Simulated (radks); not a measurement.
The numbers below are computed, except where a source is named.
The mean radii <r> (bohr) of the occupied orbitals of an atom or ion are listed with their occupations. Code: a radial shooting solver on a logarithmic mesh with Libxc functionals. Model: scalar-relativistic Kohn-Sham, PBE, spin-unpolarised, spherical densities, point nucleus.

| orbital | occ. | <r> |
|---|---|---|
| 1s | 2 | 0.03428 |
| 2s | 2 | 0.1496 |
| 2p | 6 | 0.1304 |
| 3s | 2 | 0.4150 |
| 3p | 6 | 0.4158 |
| 3d | 10 | 0.3980 |
| 4s | 2 | 1.023 |
| 4p | 6 | 1.106 |
| 4d | 1 | 1.320 |

Name the element and its charge.

Answer. Z = 43, technetium, charge +6: Tc6+ in [Kr] 4d1. The 1s radius gives Z: for a bare nucleus <r> = (2 gamma + 1)/(2Z) with gamma = sqrt(1 - (Z/c)^2), 0.03371 bohr for Z = 43, and screening makes it slightly larger (0.03428 here). The occupations add up to 37, and the charge is Z minus that.
